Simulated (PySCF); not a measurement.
Work out the structure from these simulated measurements.

Formula: C6H8BNO2.

| Quantity | Value |
| --- | --- |
| Dipole | 3.21 D [CAM-B3LYP/def2-SVPD] |
| UV, first state | lowest singlet excitation: 5.83 eV (213 nm, f = 0.079) [TDDFT CAM-B3LYP/def2-SVPD] |
| Triplet | lowest triplet excitation (Tamm–Dancoff): 3.89 eV [TDA CAM-B3LYP/def2-SVPD] |
| UV, strongest line | among the 10 lowest singlet transitions: S3 at 6.41 eV (194 nm, f = 0.162) [TDDFT CAM-B3LYP/def2-SVPD] |
| Rotational structure | rotational constants A, B, C: 4.196, 0.845, 0.710 GHz [PBE0-D3(BJ)/def2-SVP] |
| Valence photoelectron | vertical ionisation energy: 8.15 eV [ΔSCF CAM-B3LYP/def2-SVPD] |
| 13C NMR | chemical shifts (computed TMS as zero) by class: 130.9 (2 C), 121.1 (2 C), 68.8 (2 C) ppm [GIAO CAM-B3LYP/pcSseg-1] |
| Polarisability | 92.5 au [CAM-B3LYP/def2-SVPD] |
| NMR, other nuclei | isotropic shieldings of nuclei other than C and H, by class: 74 (1 B), 78 (1 N), 240 (2 O) ppm [GIAO CAM-B3LYP/pcSseg-1] |
| 1H NMR | chemical shifts (computed TMS as zero) by class: 7.06 (2 H), 6.39 (2 H), 4.34 (4 H) ppm [GIAO CAM-B3LYP/pcSseg-1] |

The electronic properties come from PySCF, for the isolated species, density fitting. Levels stand in brackets. The structure is a single PBE0-D3(BJ)/def2-SVP conformer in the gas phase; no vibrational or solvent corrections. NMR classes are plain means over equivalent atoms (diastereotopic ones count apart unless rotation or inversion swaps them), as if these changed places fast.

Task: What is the compound? Reason from the data.

Result: Numbering: `[cH:1]1[cH:2][cH:3][n:4]([B:5]2[O:6][CH2:7][CH2:8][O:9]2)[cH:10]1`. 6 carbons fall into 3 classes; from least to most shielded: aromatic CH next to a ring nitrogen [C3/C10] (130.9 ppm, 2 C), aromatic CH carbon [C1/C2] (121.1 ppm, 2 C), ring sp3 carbon bound to oxygen [C7/C8] (68.8 ppm, 2 C). Hydrogen classes from least to most shielded: 2 H on 2 like atoms (aromatic CH next to a ring nitrogen), C3/C10 (7.06 ppm), 2 H on 2 aromatic CH carbons, C1/C2 (6.39 ppm), 4 H on 2 like atoms (sp3 carbon bound to oxygen), C7/C8 (4.34 ppm). The other shieldings belong to: 74 ppm, three-coordinate boron [B5]; 78 ppm, pyrrole-type nitrogen [N4]; 240 ppm, boron-bound oxygen [O6/O9]. The first electron is taken from the HOMO, whose largest Löwdin shares are 0.27 on each of 2 atoms of one kind (aromatic CH next to a ring nitrogen) and 0.15 on each of 2 atoms of one kind (aromatic CH carbon). By its constants the optimised geometry is an asymmetric top. Structure: `C1OB(n2cccc2)OC1`. Computed isomers that give other values at the same levels: `Nc1ccc(B(O)O)cc1` (rotational constant A: 3.641 GHz; this holds for the one conformer computed); `Nc1ccccc1B(O)O` (rotational constant A: 2.254 GHz; this holds for the one conformer computed). The assignments are read from this structure; whether some other isomer fits the data as well wasn't checked.

The values belong to the conformer `[cH:1]1[cH:2][cH:3][n:4]([B:5]2[O:6][CH2:7][CH2:8][O:9]2)[cH:10]1`: C3–N4–B5–O6 0°.
